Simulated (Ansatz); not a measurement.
Cost and result for the atomization energy of CH$_{7}$ClO$_{2}$Si$_{2}$, SMILES `CO[Si](O)([SiH3])Cl` (13 atoms, 12 bonds).

Cartesian coordinates in Å:
```
C -1.5805 0.2015 1.4105
O -1.0408 -0.6978 0.4659
Si -0.0857 -0.3169 -0.7983
O 0.0378 -1.6276 -1.7534
Si 2.0664 0.3712 -0.2165
Cl -1.0073 1.2378 -1.8132
H -2.2282 -0.3645 2.0808
H -2.1699 0.9818 0.9204
H -0.7919 0.6753 2.0041
H -0.7701 -2.0531 -2.0500
H 2.8088 0.8017 -1.4285
H 1.9592 1.5214 0.7214
H 2.8024 -0.7308 0.4567
```

Charge 0, multiplicity 1. Geometry: relaxed with PBE0-D4/def2-TZVP. It is one conformer, not always the lowest. Program: Ansatz. All runs use 2 threads of an AMD EPYC 7R13 on a shared host and a share of an NVIDIA H100 80 GB. Times are those of one run each, without the atoms' runs, and a repeat can differ threefold. Electronic energies, without spin–orbit coupling; frozen cores. CCSD(T)/CBS adds CCSD(T) − MP2 in def2-TZVPP to the MP2 limit, and its time is that of the two runs behind it. T1 = 0.012. B3LYP takes the VWN-RPA correlation (the form of Gaussian; ORCA's B3LYP/G).

CCSD(T)/CBS is a level of theory with its own doubt, some kJ/mol a heavy atom from the limit and from the frozen cores, so smaller differences don't rank the functionals.

| level | functions | wall time | atomization (kJ/mol) | difference from CCSD(T)/CBS | per bond |
| --- | --- | --- | --- | --- | --- |
| B3LYP-D4/def2-TZVPP (with forces) | 317 | 4.7 s | 4656.8 | -35.1 | -2.9 |
| PBE0-D4/def2-TZVPP | 317 | 5.5 s | 4642.7 | -49.2 | -4.1 |
| PBE-D4/def2-TZVPP (with forces) | 317 | 6.5 s | 4713.1 | 21.2 | 1.8 |
| r2SCAN-D4/def2-TZVPP (with forces) | 317 | 6.5 s | 4686.1 | -5.8 | -0.5 |
| MP2/def2-QZVPP | 591 | 6.5 s | 4713.8 | 21.9 | 1.8 |
| CCSD(T)/def2-TZVPP | 317 | 7.5 s | 4554.2 | -137.7 | -11.5 |
| ωB97X-V/def2-TZVPP | 317 | 9 s | 4699.6 | 7.7 | 0.6 |
| B2PLYP/def2-TZVPP | 317 | 9.6 s | 4608.6 | -83.3 | -6.9 |
| ωB97M-V/def2-TZVPP (with forces) | 317 | 11 s | 4688.5 | -3.4 | -0.3 |
| CCSD(T)/CBS(def2) | – | 14 s | 4691.9 | 0.0 | 0.0 |

From PBE to PBE0 (25 % exact exchange), in def2-TZVPP and without D4, the atomization energy moves by −65.6 kJ/mol: exact exchange takes away binding that semilocal exchange gives to molecules. In def2-TZVPP, CCSD(T) changes the Hartree–Fock value by +1131.4 kJ/mol (the triples alone add +65.2 kJ/mol) and MP2 by +1208.8 kJ/mol; breaking electron pairs costs correlation energy, which Hartree–Fock lacks. The D4 term adds +55.6 kJ/mol with B3LYP and +29.7 kJ/mol with PBE0; it sums over pairs of atoms, weighted by their polarisabilities, and B3LYP, whose exchange is more repulsive, gets the larger term.
